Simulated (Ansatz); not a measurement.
Input for Ansatz (a first-principles code): U-CCSD(T)/cc-pVDZ on GeH, 2S+1 = 2, a point of a bond scan (R = 1.606 Å). The run froze 14 orbitals, filled d shells among them.

Ansatz 0.2 input:
```yaml
crystal:
  periodic: [false, false, false]
  atoms:
    - {symbol: Ge, position_ang: [-0.00000000, -0.00000000, -0.04867720]}
    - {symbol: H, position_ang: [0.00000000, 0.00000000, 1.55767036]}
basis:
  gaussian:
    orbitals: cc-pVDZ
magnetization: {spin_polarized: true, initial_magnetization: 1}
correlation: {method: ccsd_t, electrons: outside_noble_gas}
scf: {omitted_lower_state_checks: [cluster_reference]}
```

Output:

```
WARN ansatz: RAYON_NUM_THREADS=2 ignored (pool sized by the plan → 2); use --threads N
Functional definition: HF
these checks for a lower state are left out or cut short: cluster_reference
integrals: 0.01 GiB planned
373 factors; integrals over basis functions are off by at most 1.2e-3 eV
mean field: 0.07 GiB planned
mean field evaluation 1: about -56486.7950 eV, gradient 4.8e0 eV
mean field evaluation 2: about -56486.7957 eV, gradient 4.8e0 eV
mean field evaluation 4: about -56487.0953 eV, gradient 4.2e-1 eV
mean field evaluation 8: about -56487.0986 eV, gradient 1.7e-6 eV
mean field evaluation 16: about -56487.0986 eV, gradient 1.1e-5 eV
mean field evaluation 32: about -56487.0984 eV, gradient 2.2e-1 eV
mean field -56487.09859019 eV, -2075.8625848588 hartree, gradient 1.1e-6 eV, S^2 0.761392; 5 other end points of the search recorded, 0 dependent functions left out
14 core orbitals not correlated
reference -56487.09859019 eV, -2075.8625848588 hartree; 3, 2 occupied and 15, 16 virtual orbitals, 373 factors
second order -1.65268944 eV of doubles, -0.00000000 eV of singles
coupled cluster: 0.05 GiB planned
cycle   1  -2.05034235 eV  change   -4.0e-1 eV  update   5.7e-2
cycle   2  -2.23445852 eV  change   -1.8e-1 eV  update   2.4e-2
cycle   3  -2.24298234 eV  change   -8.5e-3 eV  update   6.0e-3
cycle   4  -2.24482324 eV  change   -1.8e-3 eV  update   1.3e-3
cycle   5  -2.24431852 eV  change    5.0e-4 eV  update   4.0e-4
cycle   6  -2.24424469 eV  change    7.4e-5 eV  update   1.6e-4
cycle   7  -2.24434304 eV  change   -9.8e-5 eV  update   4.3e-5
cycle   8  -2.24431092 eV  change    3.2e-5 eV  update   1.3e-5
cycle   9  -2.24431598 eV  change   -5.1e-6 eV  update   5.9e-6
cycle  10  -2.24431685 eV  change   -8.6e-7 eV  update   2.0e-6
perturbative correction -0.03838963 eV, -0.0014107928 hartree
Total energy: -56489.38129666 eV, -2075.9464727745 hartree
Checks for a lower state left out: cluster_reference
```

Self-consistency was reached.

Cost: roughly 0.6 core-seconds.
